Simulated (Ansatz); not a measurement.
## Molecular dynamics of AlClFH$_{3}$O

Input file:

```yaml
crystal:
  periodic: [false, false, false]
  atoms:
    - { symbol: Al, position_ang: [0.05463, -0.000757, 0.15353] }
    - { symbol: H, position_ang: [-0.075089, -0.089172, 1.787573] }
    - { symbol: O, position_ang: [1.59063, -0.455768, -0.441671] }
    - { symbol: H, position_ang: [1.772585, -0.557726, -1.388921] }
    - { symbol: F, position_ang: [-1.365435, -0.16264, -0.72613] }
    - { symbol: Cl, position_ang: [0.099676, 2.401096, 0.813066] }
    - { symbol: H, position_ang: [0.002204, 1.293465, 1.680653] }
basis:
  gaussian: { orbitals: def2-SVP }
hamiltonian:
  xc: pbe
  dispersion: d4
md:
  timestep: 0.5
  n_steps: 200
  ensemble: nve
  temperature: 300.0
  initial_velocities: maxwell_boltzmann
  seed: 11150
```

Launched with:

```bash
$ ansatz run input.yaml --threads 1 --pin off --max-ram 2048MiB --backend cpu --events-out ev --progress --plain --runs-dir out
```

It starts at the highest image of a converged band, a first-order saddle point between two minima.

Output, in part (step lines, the closing report, with atoms numbered from 0):

```
md step     0: t =     0.00 fs  T =   300.0 K  F+E_penalty+E_count = -23912.28766855 eV  E_kin = 0.193890 eV  conserved = -23912.09377855 eV  (25 SCF iters)
[... lines left out ...]
Total energy: -23912.20204419 eV, -878.7572168514 hartree
Atom 0 at     0.041976    -0.366171     0.248491 Å, force    -0.787804     0.683367    -0.923328 eV/Å
Atom 1 at     0.094592    -0.872793     1.690904 Å, force    -0.335043    -0.192715     0.764950 eV/Å
Atom 2 at     1.536429    -0.409304    -0.528711 Å, force     0.828683    -0.004418    -0.433101 eV/Å
Atom 3 at     1.612475    -0.030736    -1.418452 Å, force     0.107281    -0.065491    -0.074004 eV/Å
Atom 4 at    -1.276767    -0.016369    -0.773233 Å, force     0.195784    -0.257486     0.579760 eV/Å
Atom 5 at     0.087112     2.557754     0.797578 Å, force    -0.049788    -0.239911     0.287781 eV/Å
Atom 6 at    -0.037697     2.327515     2.078940 Å, force     0.040886     0.076654    -0.202058 eV/Å
Dipole moment:     0.036282     0.362359     0.307066 e Å
```

The steps, from the saved trajectory:

```
time (fs)  T (K)  potential energy less start (eV)  conserved less start (meV/atom)
      0.0    300                             0.000                             0.00
      3.0    180                             0.078                             0.08
      6.0    136                             0.106                             0.05
      9.0    132                             0.109                             0.05
     12.0     93                             0.134                             0.07
     15.0    131                             0.110                             0.06
     18.0    202                             0.064                             0.05
     21.0    222                             0.051                             0.04
     24.0    159                             0.092                             0.06
     27.0    116                             0.120                             0.06
     30.0    136                             0.107                             0.06
     33.0    199                             0.066                             0.05
     36.0    219                             0.053                             0.05
     39.0    234                             0.043                             0.07
     42.0    294                             0.004                             0.01
     45.0    210                             0.059                             0.08
     48.0    225                             0.049                             0.04
     51.0    235                             0.043                             0.06
     54.0    225                             0.049                             0.06
     57.0    246                             0.036                             0.07
     60.0    335                            -0.022                             0.01
     63.0    300                             0.001                             0.08
     66.0    323                            -0.015                             0.04
     69.0    294                             0.004                             0.05
     72.0    235                             0.042                             0.06
     75.0    237                             0.041                             0.05
     78.0    247                             0.035                             0.04
     81.0    223                             0.050                             0.08
     84.0    291                             0.006                             0.04
     87.0    302                            -0.001                             0.03
     90.0    254                             0.030                             0.08
     93.0    283                             0.011                             0.03
     96.0    216                             0.054                             0.06
     99.0    160                             0.091                             0.05
```

The run went to its last step. The conserved energy stayed within 0.092 meV per atom of its start (net change 0.036 meV per atom), so the integration is sound. A run of 0.1 ps of so small a system gives no equilibrium averages. The orbitals stay closed-shell, which can raise the energy where a bond breaks towards radicals; this wasn't checked here.

Between its relaxed ends the band would form H2–H7 and break Al1–H2, Cl6–H7. These pairs go: H2–H7 1.39 → 3.23 Å, Al1–H2 1.64 → 1.53 Å, Cl6–H7 1.41 → 1.31 Å. In the last frame they stand as before the step (other bonds may differ from the relaxed reactants and products). Also parted: Al1–Cl6 2.49 → 2.98 Å. It ends as AlFH2O + ClH. Pairs count as bonded within 1.25 times the sum of covalent radii (0.12 Å more for H–H).

Last frame:

```xyz
7
Properties=species:S:1:pos:R:3
Al 0.042 -0.366 0.248
H 0.095 -0.873 1.691
O 1.536 -0.409 -0.529
H 1.613 -0.031 -1.419
F -1.277 -0.016 -0.773
Cl 0.087 2.558 0.798
H -0.038 2.328 2.079
```

Run time: 6.2 min on 1 thread of Intel(R) Xeon(R) Platinum 8175M CPU @ 2.50GHz (Skylake/Cascade Lake), on a shared host, peak memory 0.15 GiB.
